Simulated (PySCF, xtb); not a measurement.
Te(OSiH3)2 (H6O2Si2Te), SMILES [SiH3]O[Te]O[SiH3].

Coordinates come from a B3LYP-D3(BJ)/def2-SVP optimisation. This is a generated structure with no PubChem entry under its InChIKey; it may be hypothetical. The def2 effective core potentials stand for the cores of Te; spin–orbit coupling is left out. One conformer was computed; it need not be the lowest.

Calculation: C-PCM-B3LYP/def2-SVP (PySCF).

The values are the electrostatic part of the solvation free energy, E(continuum) − E(gas) at the gas-phase geometry, in a cavity of scaled van der Waals radii (PySCF's table); cavitation and dispersion terms are not included. In vacuum the orbital gap is 3.82 eV. The dipole moment in vacuum is 1.82 D.

Computed values in water (ε = 78.36), 1-octanol (ε = 9.86), tetrahydrofuran (ε = 7.43):
```
solvent              ε  ΔG(elec) (kcal/mol)  dipole (D)  gap (eV)
---------------  -----  -------------------  ----------  --------
water            78.36                 -3.7        2.44      3.94
1-octanol         9.86                 -3.4        2.36      3.93
tetrahydrofuran   7.43                 -3.2        2.34      3.93
```

For comparison, GFN2-xTB/ALPB(water) (xtb, at the GFN2-xTB geometry, all terms of that model) gives -0.9 kcal/mol.
